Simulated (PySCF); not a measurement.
**Working out the ionisation energy of Cu⁺**

Cu⁺ [Ar] 3d10 (1S) → Cu²⁺ [Ar] 3d9 (2D). Calculation: PySCF 2.14, in Sapporo-DKH3-DZP-2012; scalar relativity by spin-free X2C-1e. Frozen: [Ar]. Energies in hartree (1 hartree = 27.21139 eV):

```json
{"part": "UHF", "Cu⁺ (lower)": "-1652.868268", "Cu²⁺ (upper)": "-1652.231203"}
{"part": "MP2 opposite-spin", "Cu⁺ (lower)": "-0.246737", "Cu²⁺ (upper)": "-0.168540"}
{"part": "MP2 same-spin", "Cu⁺ (lower)": "-0.148171", "Cu²⁺ (upper)": "-0.100869"}
```

Problem. What does Hartree-Fock give?

Solution. (-1652.231203) − (-1652.868268) = 0.637065 hartree = 17.335 eV.

Problem. What do MP2 and SCS-MP2 (6/5 opposite-spin, 1/3 same-spin) give?

Solution. The opposite-spin parts differ by 2.128 eV and the same-spin parts by 1.287 eV. MP2: 17.335 + (2.128) + (1.287) = 20.750 eV. SCS-MP2: 17.335 + 1.2 × (2.128) + (1.287)/3 = 20.318 eV.

Reference: 20.292 eV (measured; NIST Atomic Spectra Database, ionization energies), between the lowest levels; spin-orbit coupling is absent from the calculation.

A double-zeta basis recovers only part of the correlation energy.

What remains against the reference includes basis incompleteness, the frozen core and correlation beyond second order.
